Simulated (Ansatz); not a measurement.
C₂H₈BGa, SMILES `BC[CH2][GaH2]` from Hartree–Fock to CCSD(T)

```csv
atom,x (Å),y (Å),z (Å)
B1,0.597,0.702,-1.237
C2,0.534,-0.727,-0.667
C3,-0.568,-0.957,0.371
Ga4,-0.691,0.746,1.390
H5,1.119,1.016,-2.265
H6,0.151,1.615,-0.560
H7,0.633,-1.522,-1.413
H8,1.523,-0.719,-0.154
H9,-1.519,-1.153,-0.129
H10,-0.359,-1.820,1.010
H11,0.582,1.209,2.199
H12,-2.003,1.611,1.455
```

Charge 0, multiplicity 1. Correlated methods include outer-core shells of Ga, which these sets cover unevenly. Scalar relativity is left out up to krypton. Geometry: relaxed with PBE0-D4/def2-TZVP. It is one conformer, not always the lowest. Frozen core, restricted reference, Ansatz.

| basis | HF (Eh) | MP2 corr. | CCSD corr. | (T) | CCSD(T) total |
| --- | --- | --- | --- | --- | --- |
| def2-SVP | -2027.95353 | ? | -0.63646 | -0.01970 | ? |
| def2-TZVPP | -2028.31512 | -0.69268 | ? | -0.02846 | ? |
| def2-QZVPP | ? | ? | – | – | – |

Problem. Fill in the withheld values. (Best estimate.)

Solution. The calculation gave: def2-SVP MP2 corr.: -0.59240; def2-SVP CCSD(T) total: -2028.60969; def2-TZVPP CCSD corr.: -0.73461; def2-TZVPP CCSD(T) total: -2029.07819; def2-QZVPP HF (Eh): -2028.36063; def2-QZVPP MP2 corr.: -0.96841.
